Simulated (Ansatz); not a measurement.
Molecule (SMILES): [GaH] (GaH) (closed-shell singlet).
Atoms: Ga1, H2. Bonds: Ga1-H2.

How fast the optimised Ga1-H2 bond length converges with the basis for several methods (Ansatz, a first-principles code): deviation from each method's own reference, in Å. References: CCSD(T) 1.6857 Å, the value in aug-pcseg-3; HF 1.6700 Å, the value in aug-cc-pV5Z; MP2 1.6770 Å, the value in aug-cc-pV5Z; PBE 1.6940 Å, the value in aug-cc-pV5Z; PBE0 1.6767 Å, the value in aug-cc-pV5Z. Cartesian d functions, on some or all atoms, in 6-31G**; all else is spherical. In correlated methods cores are frozen (with 3d on Ga to Br). No added dispersion term, no relativity. The reference of a correlated method is not its basis-set limit, which lies further on.

| basis | functions | CCSD(T) | HF | MP2 | PBE | PBE0 |
|---|---|---|---|---|---|---|
| pcseg-0 | 24 | 0.0295 | 0.0074 | 0.0174 | 0.0057 | 0.0055 |
| cc-pVDZ | 32 | 0.0003 | 0.0034 | 0.0012 | 0.0143 | 0.0109 |
| def2-SV(P) | 34 | 0.0154 | 0.0047 | 0.0075 | 0.0145 | 0.0121 |
| def2-SVP | 37 | -0.0073 | -0.0017 | -0.0062 | 0.0092 | 0.0065 |
| 6-31G** | 40 | -0.0018 | 0.0052 | -0.0017 | 0.0119 | 0.0096 |
| aug-cc-pVDZ | 45 | 0.0094 | 0.0040 | 0.0078 | 0.0118 | 0.0093 |
| def2-SVPD | 46 | 0.0009 | -0.0005 | 0.0005 | 0.0065 | 0.0049 |
| def2-TZVP | 54 | -0.0028 | 0.0034 | -0.0010 | 0.0054 | 0.0047 |
| def2-TZVPP | 62 | 0.0031 | 0.0041 | 0.0021 | 0.0046 | 0.0044 |
| cc-pVQZ | 98 | 0.0008 | 0.0003 | -0.0008 | 0.0002 | 0.0006 |
| aug-cc-pVQZ | 139 | 0.0018 | 0.0004 | 0.0004 | -0.0007 | 0.0002 |
| aug-pcseg-3 | 142 | 0.0000 | -0.0013 | -0.0018 | 0.0009 | 0.0002 |

Mean absolute deviation over def2-TZVP, def2-TZVPP: MP2 0.0015, CCSD(T) 0.0030, HF 0.0037, PBE0 0.0045, PBE 0.0050 Å.
